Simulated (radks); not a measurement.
Question: The mean radii <r> (bohr) of the occupied orbitals of an atom or ion are listed with their occupations. Calculated with a radial shooting solver on a logarithmic mesh with Libxc functionals: scalar-relativistic Kohn-Sham, PBE, spin-polarised, spherical densities, point nucleus.

| orbital | occ. | <r> |
|---|---|---|
| 1s up | 1 | 0.01966 |
| 1s down | 1 | 0.01966 |
| 2s up | 1 | 0.08320 |
| 2s down | 1 | 0.08320 |
| 2p up | 3 | 0.07400 |
| 2p down | 3 | 0.07400 |
| 3s up | 1 | 0.2133 |
| 3s down | 1 | 0.2133 |
| 3p up | 3 | 0.2119 |
| 3p down | 3 | 0.2119 |
| 3d up | 5 | 0.1910 |
| 3d down | 5 | 0.1910 |
| 4s up | 1 | 0.4280 |
| 4s down | 1 | 0.4279 |
| 4p up | 1 | 0.4378 |

Name the element and its charge. Open shells, if any, are filled with parallel spins first.

Answer: Z = 70, ytterbium, charge +39: Yb39+ in [Ar] 3d10 4s2 4p1. The 1s radius gives Z: for a bare nucleus <r> = (2 gamma + 1)/(2Z) with gamma = sqrt(1 - (Z/c)^2), 0.01942 bohr for Z = 70, and screening makes it slightly larger (0.01966 here). The occupations add up to 31, and the charge is Z minus that.
